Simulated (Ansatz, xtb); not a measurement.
# Two isomers of ClGeH7Si2

Structure a: `[SiH3][GeH2][SiH2]Cl`, a singlet. Structure b: `[SiH3][Si@@H](Cl)[GeH3]`, a singlet. Both are isolated molecules in the gas phase, relaxed with B3LYP-D3(BJ)/def2-SVP; each stands in its lowest conformer found.

a (Å):

| atom | x (Å) | y (Å) | z (Å) |
| --- | --- | --- | --- |
| Cl | 1.6363 | 4.9180 | -1.2534 |
| Ge | 0.0961 | 1.6063 | -1.0011 |
| Si | -0.8912 | 0.0574 | 0.5386 |
| Si | 0.7874 | 3.5967 | 0.1252 |
| H | 0.1012 | -0.2940 | 1.5960 |
| H | -2.0790 | 0.6879 | 1.1853 |
| H | -1.3197 | -1.1873 | -0.1627 |
| H | -0.9180 | 1.9857 | -2.1022 |
| H | 1.3259 | 0.9703 | -1.6852 |
| H | -0.3729 | 4.2734 | 0.7689 |
| H | 1.8054 | 3.2908 | 1.1685 |

b (Å):

```xyz
11

Cl   -0.3157    3.0061   -2.5543
Ge    1.6698    1.4759    0.0693
Si   -2.2788    1.5266    0.0517
Si   -0.3277    1.3618   -1.2441
H    -2.3503    0.3780    1.0038
H    -3.4857    1.5215   -0.8239
H    -2.2318    2.8005    0.8255
H    -0.3343    0.1195   -2.0705
H     1.6729    2.7868    0.8810
H     1.7349    0.2857    1.0515
H     2.9156    1.4463   -0.8381
```

Quicker runs give these differences E(b) − E(a): GFN2-xTB +52.8 kJ/mol; HF/STO-3G +12.4 kJ/mol (at GFN2-xTB geometries); r2SCAN-D4/def2-SVP +17.5 kJ/mol (at GFN2-xTB geometries).

Problem. Estimate E(b) − E(a) at the level CCSD(T)/def2-SVP + ΔMP2/def2-TZVPP.

Solution. Calculated at CCSD(T)/def2-SVP + ΔMP2/def2-TZVPP: E(b) − E(a) = +17.6 kJ/mol, so structure a lies lower.

Level by level:

```
                             level               geometry  E(b) − E(a) (kJ/mol)  departure from the last row (kJ/mol)  job, with rough time for the two
                          GFN2-xTB               GFN2-xTB                   +52.8                                 +35.2              optimisation, 0.94 s
                         HF/STO-3G               GFN2-xTB                   +12.4                                  −5.2               single point, 2.2 s
                r2SCAN-D4/def2-SVP               GFN2-xTB                   +17.5                                  −0.2               single point, 9.6 s
             B3LYP-D3(BJ)/def2-SVP  B3LYP-D3(BJ)/def2-SVP                   +13.2                                  −4.4             optimisation, 1.9 min
                       HF/def2-SVP  B3LYP-D3(BJ)/def2-SVP                   +17.4                                  −0.2           part of the CCSD(T) run
                      MP2/def2-SVP  B3LYP-D3(BJ)/def2-SVP                   +17.4                                  −0.3           part of the CCSD(T) run
                  CCSD(T)/def2-SVP  B3LYP-D3(BJ)/def2-SVP                   +15.4                                  −2.2                      single point
CCSD(T)/def2-SVP + ΔMP2/def2-TZVPP  B3LYP-D3(BJ)/def2-SVP                   +17.6                                                      single point, 93 s
```

As drawn, b has 1 Si–Si, 1 Ge–H in place of 1 Ge–Si, 1 Si–H.

The levels shown agree on the order. The largest departure from CCSD(T)/def2-SVP + ΔMP2/def2-TZVPP is that of GFN2-xTB, 35.2 kJ/mol. The last row adds to CCSD(T) the change of the MP2 difference between the two basis sets, here +2.2 kJ/mol.

With thermal terms from frequencies at re-optimised GFN2-xTB minima (ideal gas, soft modes damped towards free rotors, one conformer each, 298.15 K, 1 atm): the zero-point term adds −1.6 kJ/mol; ΔH is +16.8 and ΔG +14.9 kJ/mol.

The correlated steps freeze 24 core orbitals; the filled d shell of Ge is correlated, in a basis made for valence electrons. Mirror images aren't counted in ΔG. Programs: Ansatz 0.2.0, xtb 6.7.1; the last row on 2 threads of Intel(R) Xeon(R) Processor @ 2.50GHz (Skylake/Cascade Lake) on a shared host.
